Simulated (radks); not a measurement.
Q: The oxygen anion O2-, [Ne], held by a Watson sphere: a shell of charge +2 at radius R that stands for the Madelung well of a crystal (potential energy -2/R inside, -2/r outside, in hartree with lengths in bohr). Calculated with a radial shooting solver on a logarithmic mesh with Libxc functionals: scalar-relativistic Kohn-Sham, PBEsol, spin-polarised, spherical densities, point nucleus. Response by self-consistent Sternheimer equations with the Hartree and adiabatic LDA kernel, the relativistic mass of each level held fixed and spin-orbit coupling left out. The sphere does not respond.

R (bohr)  e(1s) (eV)  e(2s) (eV)  e(2p) (eV)  <r> 2p (bohr)  sum of <r^2> (bohr^2)  X-ray form factor at sin(theta)/lambda = 0.1 1/angstrom  alpha (bohr^3)
1.71         -506.56     -23.372      -8.800          1.419                  19.63                                                    8.727           10.93
1.85         -506.64     -22.659      -8.256          1.455                  20.62                                                    8.674           12.59
1.87         -506.64     -22.561      -8.180          1.460                  20.76                                                    8.666           12.85
1.98         -506.65     -22.047      -7.774          1.486                  21.54                                                    8.627           14.34
2.46         -506.40     -20.191      -6.214          1.594                  24.90                                                    8.468           22.97
2.98         -505.88     -18.766      -4.900          1.699                  28.62                                                    8.318           37.52
3.17         -505.69     -18.361      -4.505          1.735                  30.03                                                    8.268           44.66
3.92         -505.01     -17.184      -3.295          1.871                  36.02                                                    8.094           86.96

Estimate the row for R = 2.36 bohr.

A: e(1s) (eV) -506.48; e(2s) (eV) -20.530; e(2p) (eV) -6.511; <r> 2p (bohr) 1.573; sum of <r^2> (bohr^2) 24.20; X-ray form factor at sin(theta)/lambda = 0.1 1/angstrom 8.499; alpha (bohr^3) 20.86.
